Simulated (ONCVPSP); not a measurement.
**Configuration tests for Ge (Z = 32) (ONCV)**

- Element: germanium (Ge)
- Generator: ONCVPSP 4.0.1
- Type: optimised norm-conserving Vanderbilt (ONCV)
- Functional: LDA (Perdew-Wang 92)
- Relativity: scalar-relativistic
- Frozen core: [Ar]
- Valence charge: 14
- Reference configuration: 3d10 4s2 4p2
- Partial waves: 4s: rc 1.60 bohr, ncon 4, nbas 8, qcut 3.7 1/bohr, 2 projectors, debl 1.8 Ha; 4p: rc 1.60 bohr, ncon 4, nbas 9, qcut 5.1 1/bohr, 2 projectors, debl 1.8 Ha; 3d: rc 0.65 bohr, ncon 4, nbas 7, qcut 16.7 1/bohr, local
- Local potential: the d channel
- Core correction: none

Energies are relative to the spin-unpolarised reference configuration 3d10 4s2 4p2; without spin polarisation the order of configurations can differ from experiment.

| valence configuration | charge | ΔE all-electron (eV) | error AE − PS (meV) |
| --- | --- | --- | --- |
| 3d10 4s1 4p0 | +3 | 58.555 | +5.2 |
| 3d9 4s2 4p3 | 0 | 29.731 | -446 |

What are ΔE and the potential's error for 3d10 4s2 4p0?

ΔE = 23.340 eV all-electron; the error (AE − PS) is -2.8 meV.

What are ΔE and the potential's error for 3d10 4s2 4p1?

ΔE = 7.630 eV all-electron; the error (AE − PS) is -1.0 meV.

Levels in the configuration 3d10 4s2 4p0:

| level | all-electron (eV) | pseudo (eV) |
| --- | --- | --- |
| 3d | -49.549 | -49.395 |
| 4s | -29.632 | -29.627 |

Note: ghosts flagged at negative energy: s at -658.5 eV, p at -179.0 eV; GHOST(+) flagged for s at 94.3 eV. A true bound ghost makes a file unfit for plane-wave use.
